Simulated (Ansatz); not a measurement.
`c1cc2ccc3c[o+]cc4ccc(c1)c2c34` with charge +2. Total charge 2; doublet. Geometry PBE-D4/def2-SVP; atoms count from 1.

Cartesian coordinates in Å:
```
C -0.8032 2.3045 -2.3227
C 0.4583 1.6903 -2.3580
C 0.8269 0.7054 -1.3812
C 2.1030 0.0678 -1.3971
C 2.4444 -0.8875 -0.4393
C 1.4985 -1.2373 0.5804
C 1.7716 -2.1870 1.5738
O 0.8673 -2.4887 2.5083
C -0.3397 -1.9215 2.5672
C -0.7339 -0.9566 1.6308
C -2.0215 -0.3259 1.6621
C -2.3454 0.6273 0.6962
C -1.4170 0.9876 -0.3253
C -1.7326 1.9658 -1.3270
C -0.1260 0.3615 -0.3644
C 0.2103 -0.6035 0.6082
H -1.0656 3.0576 -3.0816
H 1.1803 1.9640 -3.1443
H 2.8303 0.3362 -2.1796
H 3.4330 -1.3720 -0.4630
H 2.7069 -2.7590 1.6905
H -0.9438 -2.3000 3.4083
H -2.7475 -0.5948 2.4453
H -3.3345 1.1113 0.7211
H -2.7202 2.4545 -1.3089
```

(1) Estimate the Mulliken populations from the PBE0/def2-SVP orbitals of Ansatz.

(2) Where does the spin sit?

(3) And the Mayer bond orders between heavy atoms (over 0.3)?

## Answers

(1) 
```
atom  charge (e)  spin (α − β)
  C1        0.03         -0.15
  C2        0.08          0.26
  C3        0.00          0.06
  C4        0.05         -0.03
  C5        0.08          0.25
  C6       -0.08         -0.11
  C7        0.27          0.23
  O8       -0.14         -0.05
  C9        0.27          0.23
 C10       -0.08         -0.11
 C11        0.08          0.25
 C12        0.05         -0.03
 C13        0.00          0.06
 C14        0.08          0.26
 C15        0.06         -0.05
 C16        0.10          0.01
 H17        0.13          0.00
 H18        0.12         -0.01
 H19        0.12          0.00
 H20        0.12         -0.01
 H21        0.16         -0.01
 H22        0.16         -0.01
 H23        0.12         -0.01
 H24        0.12          0.00
 H25        0.12         -0.01
```
Mulliken values depend strongly on the basis.

(2) Summed by element: C 1.11, O -0.05, H -0.06, of 1 unpaired in all. Largest on single atoms: C14 0.26, C2 0.26, C5 0.25.

(3) C1–C2 1.38 (1.40 Å); C1–C14 1.38 (1.40 Å); C2–C3 1.20 (1.44 Å); C3–C4 1.26 (1.43 Å); C3–C15 1.22 (1.44 Å); C4–C5 1.44 (1.40 Å); C5–C6 1.18 (1.43 Å); C6–C7 1.35 (1.40 Å); C6–C16 1.20 (1.44 Å); C7–O8 1.19 (1.33 Å); O8–C9 1.19 (1.33 Å); C9–C10 1.35 (1.40 Å); C10–C11 1.18 (1.43 Å); C10–C16 1.20 (1.44 Å); C11–C12 1.44 (1.40 Å); C12–C13 1.26 (1.43 Å); C13–C14 1.20 (1.44 Å); C13–C15 1.22 (1.44 Å); C15–C16 1.35 (1.41 Å).
